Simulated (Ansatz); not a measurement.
System: sum formula BNH3, net charge 1, singlet state. It need not be the lowest isomer of its formula. SMILES: B=[NH2+]
Geometry: optimised at B3LYP-D3(BJ)/def2-TZVP (Ansatz, an electronic-structure program).

Wanted: vertical ionisation energy (to the doublet state of charge +2; each state is the SCF solution reached for its spin), in eV. Valence correlation only, unless marked. UHF or UKS for open shells. No spin-orbit coupling. Non-relativistic. Basis-set limits of correlation are two-point, X^-3; Hartree-Fock from the larger set.

```tsv
level	program	vertical ionisation energy (eV)
PBE/def2-TZVPD	Ansatz	20.17
BHLYP/def2-TZVPD	Ansatz	___
SCS-MP2/aug-cc-pVDZ	Ansatz	19.82
SCS-MP2/aug-cc-pVTZ	Ansatz	19.98
SCS-MP2/def2-TZVPPD	Ansatz	19.96
CCSD/aug-cc-pVDZ	Ansatz	19.74
CCSD/def2-QZVPPD	Ansatz	19.88
CCSD(T)/CBS(def2-TZVPPD,def2-QZVPPD)	Ansatz	___
```

Task: What belongs in the gaps?

Result: 
- BHLYP/def2-TZVPD, vertical ionisation energy (eV): 19.67
- CCSD(T)/CBS(def2-TZVPPD,def2-QZVPPD), vertical ionisation energy (eV): 20.06
